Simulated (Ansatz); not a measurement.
MgSe2. The state is a singlet with charge 0. Geometry PBE-D4/def2-TZVP, that of the neutral singlet.

Cartesian coordinates in Å:
```
Mg 0.8310 1.0254 -0.2050
Se 0.0686 -1.1123 -0.9338
Se -0.8996 0.0869 1.1388
```

At PBE0-D4/def2-TZVP a triplet of charge 0 lies 0.10 eV below the unrestricted singlet, which stands at the restricted singlet's geometry. The structure comes from a short search, and lower isomers may exist.

(1) Estimate the orbital energies around the gap (eV) in Ansatz with PBE-D4/def2-TZVP, r2SCAN-D4/def2-TZVP, PBE0-D4/def2-TZVP.

Results:

(1) 
| orbital | PBE-D4/def2-TZVP | r2SCAN-D4/def2-TZVP | PBE0-D4/def2-TZVP |
| --- | --- | --- | --- |
| HOMO−5 | -14.54 | -15.02 | -16.28 |
| HOMO−4 | -7.75 | -7.95 | -8.77 |
| HOMO−3 | -7.14 | -7.33 | -8.03 |
| HOMO−2 | -6.10 | -6.34 | -7.24 |
| HOMO−1 | -5.42 | -5.60 | -6.37 |
| HOMO | -4.34 | -4.49 | -5.33 |
| LUMO | -4.16 | -3.87 | -3.56 |
| LUMO+1 | -2.71 | -2.57 | -1.82 |
| LUMO+2 | -1.29 | -0.92 | -0.71 |
| LUMO+3 | -0.62 | -0.26 | -0.02 |
| LUMO+4 | 0.51 | 1.04 | 1.14 |
| LUMO+5 | 1.22 | 2.04 | 1.81 |
| β HOMO | -4.34 | -4.49 | -5.33 |
| β LUMO | -4.16 | -3.87 | -3.56 |
